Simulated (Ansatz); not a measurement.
This geometry of ClH + FGeH3O3 (10 atoms, charge 0, multiplicity 1) is a first-order saddle point.

The calculation used RKS B3LYP/def2-SVP in Ansatz.

```xyz
10
Properties=species:S:1:pos:R:3
Ge 0.178 0.205 -0.052
F -0.114 0.043 1.929
O 1.702 -0.167 -0.853
H 1.652 -1.087 -1.161
O -0.933 1.410 -0.697
H -1.700 0.949 -1.071
O -0.656 -1.362 -0.237
H -1.134 -1.635 0.559
Cl 1.369 2.011 1.193
H 0.528 0.977 2.027
```

Question: Which two structures does it join? (They come from a converged band through this point; their orientation in space is the band's.)

Answer: Bonds broken: Ge1–F2, Cl9–H10. Bonds formed: Ge1–Cl9, F2–H10. ClH + FGeH3O3 becomes ClGeH3O3 + FH.

First end point:

```xyz
10
Properties=species:S:1:pos:R:3
Ge -0.113 -0.226 -0.354
F 0.040 0.164 1.357
O 1.463 -0.354 -1.090
H 1.822 -1.251 -1.043
O -0.916 1.097 -1.160
H -1.785 1.306 -0.790
O -0.989 -1.755 -0.352
H -1.219 -2.046 0.543
Cl 1.611 2.748 2.423
H 0.977 1.662 2.103
```

Last end point:

```xyz
10
Properties=species:S:1:pos:R:3
Ge 0.283 0.247 -0.392
F -0.710 0.059 2.807
O 1.276 -0.219 -1.766
H 1.740 -1.055 -1.616
O -0.962 1.352 -0.953
H -1.293 1.106 -1.829
O -0.260 -1.215 0.407
H -0.577 -1.024 1.312
Cl 1.404 1.441 1.071
H -0.010 0.650 2.596
```

Question: How far does it lie above each of them?

Answer: 21.8 kcal/mol above the first and 26.4 kcal/mol above the second. This is the barrier of this one path; another mechanism may lie lower. The orbitals stay closed-shell, which can raise the energy where a bond breaks towards radicals; this wasn't checked here.

Time of the run: 3 min on 4 threads of Arm Neoverse V1, with other jobs on the host, peak memory 0.36 GiB.
